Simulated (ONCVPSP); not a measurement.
Configuration tests for lanthanum (ONCV)

| Quantity | Value |
| --- | --- |
| Element | lanthanum (La) |
| Generator | ONCVPSP 4.0.1 |
| Type | optimised norm-conserving Vanderbilt (ONCV) |
| Functional | PBE |
| Relativity | scalar-relativistic |
| Frozen core | [Kr] 4d10 |
| Valence charge | 11 |
| Reference configuration | 5s2 5p6 5d1 6s1 (charge +1) |
| Partial waves | 5s+6s: rc 2.65 bohr, ncon 3, nbas 8, qcut 4.3 1/bohr, 2 projectors; 5p: rc 2.65 bohr, ncon 3, nbas 6, qcut 4.3 1/bohr, local; 5d: rc 3.45 bohr, ncon 4, nbas 8, qcut 5.3 1/bohr, 2 projectors, debl 2.9 Ha; f scattering state at 0.14 Ha: rc 2.95 bohr, ncon 4, nbas 9, qcut 3.7 1/bohr, 2 projectors, debl 1.7 Ha |
| Local potential | the p channel |
| Core correction | Teter function, fcfact 2.25, rcfact 1.5 |

In the f channel the program set the typed energies aside and used -0.374, 1.326 Ha.

Energies are relative to the spin-unpolarised reference configuration 5s2 5p6 5d1 6s1; without spin polarisation the order of configurations can differ from experiment.

Give the all-electron excitation energy and the error of the potential for: 5s2 5p6 5d1 6s2; 5s2 5p6 5d1 6s0; 5s2 5p6 5d0 6s0; 5s2 5p5 5d1 6s2.

```tsv
valence configuration	charge	ΔE all-electron (eV)	error AE − PS (meV)
5s2 5p6 5d1 6s2	0	-5.966	+0.1
5s2 5p6 5d1 6s0	+2	10.888	-3.5
5s2 5p6 5d0 6s0	+3	29.838	+11
5s2 5p5 5d1 6s2	+1	21.006	-27
```

Levels in the configuration 5s2 5p6 5d1 6s0:

```json
{"level": "5s", "all-electron (eV)": "-51.522", "pseudo (eV)": "-51.544"}
{"level": "5p", "all-electron (eV)": "-34.918", "pseudo (eV)": "-34.915"}
{"level": "5d", "all-electron (eV)": "-14.698", "pseudo (eV)": "-14.688"}
```
